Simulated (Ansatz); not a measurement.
Frontier orbitals of C2H7AlS (`[CH3][AlH][S]C`).

| atom | x (Å) | y (Å) | z (Å) |
| --- | --- | --- | --- |
| C1 | -1.2744 | 0.9122 | 0.7354 |
| Al2 | 0.2831 | -0.0154 | 1.4575 |
| S3 | 1.6643 | -1.0641 | 0.1435 |
| C4 | 0.9622 | -0.7994 | -1.5157 |
| H5 | -1.9401 | 0.2272 | 0.2010 |
| H6 | -1.8552 | 1.3842 | 1.5320 |
| H7 | -0.9859 | 1.6950 | 0.0269 |
| H8 | 0.6571 | -0.0810 | 2.9951 |
| H9 | 0.7380 | -1.7681 | -1.9609 |
| H10 | 1.7000 | -0.2865 | -2.1316 |
| H11 | 0.0509 | -0.2040 | -1.4832 |

Charge 0, multiplicity 1. Geometry: relaxed with PBE0-D4/def2-TZVP. It is one conformer, not always the lowest. Basis def2-TZVPP, Ansatz 0.2.0.

Orbital energies of one run (eV). Highest occupied ones, from the top: -7.03, -7.80, -8.28, -9.93, -10.97, -11.24, -11.35, -12.04, -12.43, -17.53, -19.21, -21.50, -73.42, -73.48. Empty: -0.83, 0.11, 0.85, 1.43, 2.25, 2.58.

Q: Which functional gave them?
A. BLYP
B. r2SCANh
C. BHLYP
D. PBE0

A: D. HOMO energies: PBE0 -7.03, BHLYP -8.04, r2SCANh -6.55, BLYP -5.72 eV.
